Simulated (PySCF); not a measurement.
**C2H10Ga2O2: core ionisation energies**

Species: C2H10Ga2O2.
Z-matrix (Å and degrees, PBE0-D3(BJ)/def2-SVP geometry), rows numbered from 1:
```
C 
O   1  1.4074
Ga  2  1.9521  1  124.72
O   3  1.9537  2   80.24  1   145.01
C   4  1.4075  3  124.81  2   145.25
Ga  2  1.9521  1  125.02  3   137.62
H   1  1.1033  2  110.81  3   -11.51
H   1  1.1030  2  110.74  3  -130.85
H   1  1.1026  2  110.65  3   108.88
H   3  1.5685  2  106.23  1    33.98
H   3  1.5678  2  113.31  1  -110.97
H   5  1.1038  4  111.03  3  -115.81
H   5  1.1026  4  110.58  3   123.62
H   5  1.1025  4  110.68  3     3.67
H   6  1.5676  2  106.84  1   -33.62
H   6  1.5683  2  112.43  1   111.46
```

Computed with PySCF 2.14.0, delta-SCF UKS SCAN, pcX-2 on the ionised atom, pcseg-1 elsewhere, spin-free X2C. Vertical ΔSCF values, vacuum level as zero.

Problem. What binding energy does each computed site have?

Solution. 
```tsv
atom(s)	bonded to	level	binding energy (eV)	count
C1/C5	O and 3 H	C 1s	292.43	2
O2/O4	C and 2 Ga	O 1s	537.96	2
```

Problem. Give the binding energy of C 1s of C1/C5 in hartree and in kJ/mol.

Solution. 292.43 eV = 10.7466 Eh = 28215 kJ/mol.

Atoms equivalent by their bonding share one computed value, that of the first of them. No level of gallium is listed. Isolated species at its PBE0-D3(BJ)/def2-SVP geometry, gas phase.
